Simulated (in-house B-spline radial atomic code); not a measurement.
Computed with a B-spline radial atomic code. Model: two electrons, singlet ground state, non-relativistic, full CI in B-splines with partial waves to l = 8 (at full coupling up to 3e-4 hartree above the limit, correlation up to 0.6 % small), density held at that of full coupling by Lieb maximisation.

Along the adiabatic connection the electron repulsion is scaled by a coupling λ while a local potential keeps the density fixed. At λ = 0 the system is the Kohn-Sham one and W equals the exchange energy; the exchange-correlation energy is the area under W between 0 and 1. The kinetic energy rises with λ as the electrons avoid each other, with dT/dλ = −λ dW/dλ.

Command:
```bash
python run_ac.py task.json out
```
Settings (lengths in bohr, energies in hartree):
```
potential              harmonic
strength               0.697
lmax                   8
```

Run time, properties included: 9.5 s on 1 thread of Intel(R) Xeon(R) Processor @ 2.30GHz, on a shared host.

**W = mean repulsion less Hartree energy, and W of three functionals.**

Given: confinement harmonic well; well frequency 0.697 hartree; external potential omega^2 r^2/2.

Computed: LDA exchange minus exact 88.798 millihartree; SCAN exchange minus exact 1.4256 millihartree.

| coupling | W xc (hartree) | W xc minus exchange (millihartree) | kinetic minus Kohn-Sham (millihartree) | LDA (PW92) W minus its exchange (millihartree) | PBE W minus its exchange (millihartree) | SCAN W minus its exchange (millihartree) |
| --- | --- | --- | --- | --- | --- | --- |
| 0 | -0.61597 | 0 | 0 | 0 | 0 | 0 |
| 0.02 | -0.61797 | -2.002 | 0.02 | -10.83 | -3.3 | -1.89 |
| 0.05 | -0.62091 | -4.947 | 0.12 | -21.73 | -7.93 | -4.63 |
| 0.12 | -0.62753 | -11.561 | 0.68 | -40.61 | -17.7 | -10.72 |
| 0.25 | ? | ? | ? | ? | ? | ? |
| 0.4 | -0.65076 | -34.793 | 6.61 | -88.15 | -48.42 | -31.93 |
| 0.6 | -0.66469 | -48.721 | 13.54 | -111.31 | -65.53 | -44.78 |
| 0.8 | -0.67682 | -60.852 | 22.01 | -130.02 | -80.07 | -56.17 |
| 1 | -0.68745 | -71.484 | 31.55 | -145.73 | -92.72 | -66.35 |
| 1.4 | -0.70515 | -89.188 | 52.66 | -171.09 | -113.83 | -83.82 |
| 2 | -0.72528 | -109.32 | 86.56 | -199.55 | -138.34 | -104.63 |
| 3 | -0.74834 | -132.38 | 143.37 | -232.71 | -167.77 | -129.81 |
| 4.5 | -0.77004 | -154.07 | 223.38 | -265.39 | -197.46 | -154.62 |
| 7 | ? | ? | ? | ? | ? | ? |
| 10 | -0.8057 | -189.73 | 464.44 | -324.37 | -252.26 | -194.9 |

(1) What belongs in the row 0.25?

(2) What belongs in the row 7?

(3) What is the PBE exchange minus exact?

**Energy parts, natural occupations and partial-wave weights.**

Computed: total energy 2.6912 hartree; exchange energy -0.61597 hartree; kinetic part of the DFT correlation energy 0.031553 hartree; initial slope twice GL2 -0.10085 hartree; kinetic part over minus potential part 0.44139; Hartree energy 1.2319 hartree; Lieb Oxford ratio E_xc over LDA exchange 1.2442.

```csv
natural,occupation of the shell (electrons)
s,1.9613
p,0.035347
s,?
d,0.00098127
p,0.00021271
f,0.00011561
```

(4) What belongs in the row s?

| wave | weight |
| --- | --- |
| s | 0.98162 |
| p | ? |
| d | 0.00051179 |
| f | 6.358e-05 |
| g | 1.394e-05 |

(5) What belongs in the row p?

(6) What is the Kohn-Sham kinetic?

(7) What is the correlation energy?

## Answers

(1) W xc (hartree): -0.63892; W xc minus exchange (millihartree): -22.949; kinetic minus Kohn-Sham (millihartree): 2.78; LDA (PW92) W minus its exchange (millihartree): -66.01; PBE W minus its exchange (millihartree): -33.25; SCAN W minus its exchange (millihartree): -21.11.

(2) W xc (hartree): -0.79101; W xc minus exchange (millihartree): -175.05; kinetic minus Kohn-Sham (millihartree): 341.44; LDA (PW92) W minus its exchange (millihartree): -299.15; PBE W minus its exchange (millihartree): -228.67; SCAN W minus its exchange (millihartree): -178.8.

(3) 26.32 millihartree.

(4) occupation of the shell (electrons): 0.0018993.

(5) weight: 0.017786.

(6) 0.90565 hartree.

(7) -0.039932 hartree.

Half-way to full coupling W has made 58 % of its drop, against 50 % for a straight line, and second-order (GL2) theory, half the initial slope, overshoots the correlation energy by about 26 %: a moderate bend, as in light atoms. Over couplings 0 to 1 the errors in E_xc come to about +36 millihartree for LDA, +12 millihartree for PBE, +4.5 millihartree for SCAN, so SCAN is nearest. In LDA and PBE the errors of exchange and correlation have opposite signs, so the sum is smaller than the larger of the two.
